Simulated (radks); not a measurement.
Task: Valence configurations of As (all share [Ar]). Method: Dirac Kohn-Sham, LDA (Slater exchange, Perdew-Wang correlation), spin-unpolarised, spherical densities, finite nucleus; open shells fill j = l - 1/2 first; Fermi nuclear charge, rms radius 4.0968 fm; computed with a radial shooting solver on a logarithmic mesh with Libxc functionals. Order these by energy: 3d10 4s1 4p4; 3d10 4s2 4p3; 3d10 4s0.5 4p4.5; 3d10 4s1.5 4p3.5; 3d8 4s1 4p6; 3d9 4s2 4p4.

Result: From the lowest, in eV above it: 3d10 4s2 4p3 0.000; 3d10 4s1.5 4p3.5 4.747; 3d10 4s1 4p4 9.560; 3d10 4s0.5 4p4.5 14.437; 3d9 4s2 4p4 39.941; 3d8 4s1 4p6 101.06. NIST lists [Ar] 3d10 4s2 4p3 as the ground configuration; this level of theory agrees among the configurations tried. The energies are those of spherical spin-averaged densities, not of single terms.
